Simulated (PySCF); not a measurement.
**Radial density of Cu (copper, neutral)**

UHF, [Ar] 3d10 4s1, 2S determinant. Calculation: PySCF 2.14, in pcseg-2; the non-relativistic Hamiltonian (point nucleus).

```csv
r (bohr),4πr²ρ (e/bohr),4πr²(ρα − ρβ)
0.00102,0.2060,0.0000
0.00172,0.5600,0.0001
0.00289,1.480,0.0003
0.00487,3.735,0.0008
0.00818,8.716,0.0017
0.0138,17.86,0.0034
0.0232,29.53,0.0050
0.0389,34.94,0.0034
0.0655,29.10,-0.0017
0.110,32.10,0.0021
0.185,39.21,-0.0013
0.312,20.69,-0.0535
0.524,21.68,-0.0639
0.882,15.83,-0.0542
1.48,3.982,0.1700
2.50,0.8371,0.3610
4.20,0.2077,0.1883
7.06,0.01073,0.0107
```

Problem. Where is the radial spin density 4πr²(ρα − ρβ) most negative, and why is it negative at all?

Solution. Around r = 0.524 bohr, down to -0.0639 e/bohr: exchange with the open shell polarises the paired shells in an unrestricted calculation.
